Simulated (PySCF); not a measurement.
Compound: C₂H₄BFO₂.
Bonds: F1–B2, B2–O3, O3–C4, C4–C5, C5–O6, B2–O6. Hydrogens: H7, H8 on C4; H9, H10 on C5.

Computed by this run: PBE0-D3(BJ)/def2-SVP geometry optimisation, gas phase in PySCF; density fitting, grid level 1; the optimiser is geomeTRIC in internal coordinates, started from a GFN2-xTB structure with every atom displaced at random (about 0.01 Å).

Step 0: E = -9612.8485 eV
```
atom  x, y, z in Å  |  force x, y, z in eV/Å
F1     -1.6485    2.2346    0.7152   -0.846   1.278   0.375
B2     -0.9780    1.1858    0.3870    0.689  -1.207  -0.353
O3     -1.5683   -0.0130    0.1186    0.863  -0.370  -0.064
C4     -0.4837   -0.9333   -0.1784   -1.526   0.500  -0.208
C5      0.7940   -0.1209   -0.0779   -0.189   0.722   1.510
O6      0.3794    1.1971    0.2891    0.083  -0.269  -0.098
H7     -0.6747   -1.3234   -1.1854    0.140  -0.192  -0.105
H8     -0.5421   -1.7516    0.5373    0.086  -0.352   0.205
H9      1.3340   -0.0563   -0.9965    0.662  -0.081  -1.018
H10     1.4581   -0.4988    0.7214    0.039  -0.029  -0.243
```

Step 1: E = -9612.9318 eV
```
atom  x, y, z in Å  |  force x, y, z in eV/Å
F1     -1.6794    2.2496    0.7378    0.263  -0.284  -0.159
B2     -0.9699    1.1863    0.3841   -0.303   0.339   0.157
O3     -1.5545    0.0237   -0.0104   -0.016  -0.037   0.045
C4     -0.5198   -0.9258   -0.1771    0.310   0.014   0.146
C5      0.7935   -0.1034   -0.0583   -0.020  -0.198  -0.536
O6      0.3890    1.1674    0.4034   -0.049   0.081   0.093
H7     -0.6155   -1.4261   -1.1503   -0.032  -0.011  -0.066
H8     -0.5858   -1.7009    0.6089   -0.079   0.092  -0.047
H9      1.2974    0.0024   -1.0438   -0.111   0.013   0.263
H10     1.5153   -0.5530    0.6362    0.036  -0.010   0.104
```

Question: Estimate the geometry and energy of step 2. (The exact step hangs on the optimiser's Hessian estimate; all steps are aligned on step 1, rigid shifts and turns removed.)

Answer: E = -9612.9397 eV, largest force 0.186 eV/Å
```
atom  x, y, z in Å  |  force x, y, z in eV/Å
F1     -1.6687    2.2597    0.7162    0.053  -0.170  -0.054
B2     -0.9757    1.1831    0.3936   -0.040   0.143  -0.035
O3     -1.5534    0.0157    0.0020   -0.092   0.027   0.034
C4     -0.5139   -0.9283   -0.1766    0.099   0.009   0.028
C5      0.7925   -0.1056   -0.0636   -0.016  -0.083  -0.081
O6      0.3832    1.1614    0.4138    0.054   0.039   0.054
H7     -0.6191   -1.4235   -1.1538   -0.014   0.006   0.000
H8     -0.5854   -1.7024    0.6059   -0.009   0.008  -0.004
H9      1.2938    0.0146   -1.0401   -0.028   0.013   0.045
H10     1.5170   -0.5545    0.6331   -0.007   0.008   0.013
```

The energy changes by -0.0079 eV. The first-order estimate −F·Δx gives -0.0139 eV and the mean of the old and new forces, exact on a quadratic surface, -0.0076 eV. The step makes an angle of 69° with the force vector and moves no atom by more than 0.026 Å.

What follows is the cost of the whole optimisation. Hardware: an Arm Neoverse V2 with one thread, no GPU, shared host with 32 logical CPUs at a one-minute load of 25. Cost: 29 s of wall time, 0.43 GiB resident at most.
